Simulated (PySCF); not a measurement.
CH₁₃NSi₄.

```xyz
19

N      1.1763    -1.9903     0.8909
Si     0.2457    -0.5310     0.6870
C      1.2370     0.6740    -0.3598
Si     3.0733     0.5634     0.0454
Si    -1.8599    -0.7760    -0.3074
Si    -2.7208     1.3632    -0.6737
H      1.3493    -2.6031     0.1004
H      1.0771    -2.5288     1.7449
H      0.0601     0.0258     2.0611
H      0.8724     1.6998    -0.1771
H      1.0907     0.4723    -1.4351
H      3.6700    -0.6755    -0.5300
H      3.8036     1.7327    -0.5350
H      3.2854     0.5754     1.5223
H     -1.7185    -1.4658    -1.6302
H     -2.8085    -1.5742     0.5302
H     -1.8258     2.0948    -1.6209
H     -4.1010     1.3421    -1.2420
H     -2.7470     2.1191     0.6153
```
Charge 0, spin multiplicity 1.

Geometry: ωB97X-D3(BJ)/def2-SVP. The structure was generated by enumeration; whether it is a known compound was not checked. One conformer was computed; it need not be the lowest.

Calculation: PBE/pcSseg-1 in PySCF. Non-relativistic, no solvent.

Computed absolute GIAO shielding of each atom: isotropic value and principal components (ppm):
```tsv
atom	σ(iso)	σ11	σ22	σ33	span
N1	243.4	218.9	240.9	270.4	51.5
Si2	353.6	297.1	361.7	401.9	104.8
C3	184.9	172.2	190.0	192.6	20.3
Si4	407.6	381.1	391.8	449.9	68.8
Si5	459.0	447.5	459.5	469.9	22.3
Si6	448.8	439.8	449.7	456.9	17.0
H7	31.5	25.1	28.5	40.8	15.7
H8	30.8	24.0	26.4	42.1	18.1
H9	26.1	23.6	25.0	29.6	5.9
H10	31.2	25.5	30.2	37.9	12.4
H11	30.9	26.5	30.3	35.9	9.3
H12	27.1	23.4	26.0	31.9	8.5
H13	27.1	23.6	24.8	32.8	9.2
H14	27.1	23.6	25.9	31.9	8.3
H15	28.0	25.2	26.1	32.7	7.5
H16	27.9	24.4	25.6	33.7	9.3
H17	27.8	24.2	27.2	31.9	7.7
H18	27.5	24.1	24.9	33.6	9.5
H19	27.8	24.5	26.2	32.5	8.0
```
